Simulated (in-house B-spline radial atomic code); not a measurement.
# Ionising Tc²⁺ with different functionals

Computed with a radial B-spline atomic code at the basis-set limit: non-relativistic Hamiltonian, point nucleus, spin-polarised at highest spin, spherical fractional occupations for the functionals, and exact exchange of hybrids averaged over the configuration. The ionisation energy is the difference of two self-consistent energies, [Kr] 4d5 → [Kr] 4d4, without Breit or QED terms; ε is the level of the shell that loses the electron (its least bound occupied spin orbital). There is no spin-orbit coupling in this Hamiltonian.

| method | rung | ΔSCF (eV) | -ε(4d) (eV) |
| --- | --- | --- | --- |
| PBE0 | global hybrid | 30.36 | 25.90 |
| B3LYP | global hybrid | 30.24 | 25.40 |
| TPSSh | global hybrid | ? | ? |
| M06-2X | global hybrid | 29.82 | 27.46 |
| BHandHLYP | global hybrid | 30.02 | 27.37 |
| r2SCAN0 | global hybrid | 30.61 | 26.17 |
| B97-1 | global hybrid | 30.07 | 25.31 |
| HSE06 | range-separated hybrid | ? | ? |
| wB97X | range-separated hybrid | 29.88 | 28.06 |
| CAM-B3LYP | range-separated hybrid | 30.15 | 27.17 |
| LC-wPBE | range-separated hybrid | 30.22 | 28.69 |

Question: What does HSE06 give?

Answer: ΔSCF 30.35 eV, and -ε(4d) = 25.48 eV.

Question: What does TPSSh give?

Answer: ΔSCF 30.33 eV, and -ε(4d) = 24.78 eV.

Question: Among the functionals, which spreads more, the ΔSCF values or the orbital energies?

Answer: The orbital energies: ΔSCF values span about 0.79 eV and the orbital energies 3.92 eV; here energy differences depend much less on the functional than eigenvalues do.

Question: How do they compare with the NIST value?

Answer: NIST lists 29.550 eV (semi-empirical, ground level to ground level). Errors run from +0.27 to +1.06 eV; M06-2X is closest (+0.27 eV), but part of that can be cancellation, since the calculations leave out relativity, Breit-QED terms, multiplet and fine-structure energies.
